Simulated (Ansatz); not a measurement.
`S=C[SiH2]Br` + `[F][Zr]([F])([F])[SeH]` → `S=C[SiH2][SeH]` + `[F][Zr]([F])([F])[Br]`  (redistribution)

Gas-phase electronic energies from Ansatz, PBE0-D4/def2-TZVP geometries. CCSD(T)/CBS is the MP2 limit (def2-TZVPP, def2-QZVPP) plus CCSD(T) − MP2 in def2-TZVPP, frozen cores. def2 core potentials past Kr. For Br, Se, Zr outer-core shells are correlated without core-valence functions, which leaves a few kJ/mol of doubt a bond. Scalar relativity is left out up to krypton. One conformer a species, not always the lowest.

```json
{"species": "`S=C[SiH2]Br`", "CCSD/def2-TZVPP energy (Eh)": "-3299.31291"}
{"species": "`[F][Zr]([F])([F])[SeH]`", "CCSD/def2-TZVPP energy (Eh)": "-2747.09293"}
{"species": "`S=C[SiH2][SeH]`", "CCSD/def2-TZVPP energy (Eh)": "-3127.30586"}
{"species": "`[F][Zr]([F])([F])[Br]`", "CCSD/def2-TZVPP energy (Eh)": "-2919.11197"}
```

Problem. Work out ΔE.

Solution. ΔE = (-3127.30586) + (-2919.11197) − (-3299.31291) − (-2747.09293) = -0.01199 Eh = -31.5 kJ/mol. CCSD(T)/CBS gives -30.6 kJ/mol.

Largest T1 diagnostic among the species: 0.016.

In def2-TZVPP, CCSD(T) changes the Hartree–Fock value by +4.4 kJ/mol (the triples alone add +0.7 kJ/mol) and MP2 by +4.9 kJ/mol.
